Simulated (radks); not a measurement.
The numbers below are computed, except where a source is named.
Polarisability of the bismuth ion Bi3+, [Hg], at imaginary frequency. Code: a radial shooting solver on a logarithmic mesh with Libxc functionals. Model: scalar-relativistic Kohn-Sham, LDA (Slater exchange, VWN5 correlation), spin-polarised, spherical densities, finite nucleus; Fermi nuclear charge, rms radius 5.5211 fm. Response by self-consistent Sternheimer equations with the Hartree and adiabatic LDA kernel, the relativistic mass of each level held fixed and spin-orbit coupling left out.

| w (hartree) | alpha1(iw) (bohr^3) | alpha2(iw) (bohr^5) |
|---|---|---|
| 0.00266 | 9.387 | 25.40 |
| 0.0143 | 9.383 | 25.39 |
| 0.0360 | 9.358 | 25.36 |
| 0.0697 | 9.281 | 25.28 |
| 0.118 | 9.091 | 25.06 |
| 0.186 | 8.700 | 24.59 |
| 0.280 | 8.007 | 23.65 |
| 0.413 | 6.971 | 21.93 |
| 0.605 | 5.681 | 19.11 |
| 0.892 | 4.335 | 15.14 |
| 1.35 | 3.080 | 10.57 |
| 2.12 | 1.963 | 6.370 |
| 3.59 | 1.032 | 3.174 |
| 6.94 | 0.4005 | 1.148 |
| 17.5 | 0.09827 | 0.2221 |

Static values: alpha1 = 9.387 bohr^3 (1.391 angstrom^3; uncoupled 17.93), alpha2 = 25.40 bohr^5, alpha3 = 163.5 bohr^7. C6 = 57.56, C8 = 889.9, triple-dipole C9 = 361.4 atomic units. One-pole (London) frequency 4 C6 / (3 alpha1^2) = 0.871 hartree, against 1.487 for minus the highest occupied eigenvalue.
